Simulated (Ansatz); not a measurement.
Consider the ligand exchange at a B–N bond: `CNBCN` + H₂Te → `NCB[TeH]` + CH₃NH₂.

Program: Ansatz. Geometries: PBE0-D4/def2-TZVP. ΔE: electronic, gas phase. CCSD(T)/CBS adds triple-zeta CCSD(T) − MP2 to the extrapolated MP2 energy (def2 sets, frozen cores). def2 core potentials past Kr. For Te outer-core shells are correlated without core-valence functions, which leaves a few kJ/mol of doubt a bond. One conformer a species, not always the lowest.

`CNBCN`:

Z-matrix (Å, degrees):
```
C
N 1 1.443
H 1 1.095 2 111.8
H 1 1.090 2 108.9 3 119.4
H 1 1.095 2 111.6 3 -121.1
B 2 1.388 1 126.9 3 -117.3
H 2 1.009 1 113.9 3 61.4
C 6 1.578 2 120.8 1 176.3
H 6 1.201 2 118.0 1 -2.4
N 8 1.460 6 113.0 2 150.4
H 8 1.105 6 110.7 2 21.3
H 8 1.100 6 105.6 2 -92.2
H 10 1.011 8 110.9 6 -56.4
H 10 1.012 8 111.3 6 -175.4
```

H₂Te:

```xyz
3

Te   -0.241    0.739    0.006
H     0.504   -0.236   -1.106
H    -0.263   -0.503    1.100
```

`NCB[TeH]`:

```xyz
10

N    -1.715    0.097    0.151
C    -0.278    0.234    0.344
B     0.573   -0.484   -0.750
Te    2.642   -0.901   -0.562
H    -2.230    0.720    0.760
H    -1.973    0.322   -0.801
H    -0.010   -0.147    1.336
H     0.083    1.283    0.343
H     0.115   -0.802   -1.809
H     2.792   -0.322    0.987
```

CH₃NH₂:

Cartesian coordinates in Å:
```
C 0.264 -0.502 0.035
N -0.680 0.597 -0.081
H 1.318 -0.207 0.146
H 0.188 -1.140 -0.848
H -0.002 -1.118 0.897
H -0.457 1.175 -0.882
H -0.633 1.195 0.733
```

| species | HF/def2-TZVPP energy (Eh) |
| --- | --- |
| `CNBCN` | -214.67133 |
| H₂Te | -268.15349 |
| `NCB[TeH]` | -387.53742 |
| CH₃NH₂ | -95.25712 |

Question: Work out ΔE.

Answer: ΔE = (-387.53742) + (-95.25712) − (-214.67133) − (-268.15349) = 0.03028 Eh = +79.5 kJ/mol. CCSD(T)/CBS gives +66.8 kJ/mol.

Largest T1 diagnostic among the species: 0.013.

In def2-TZVPP, CCSD(T) changes the Hartree–Fock value by −7.8 kJ/mol (the triples alone add −2.4 kJ/mol) and MP2 by −13.4 kJ/mol.
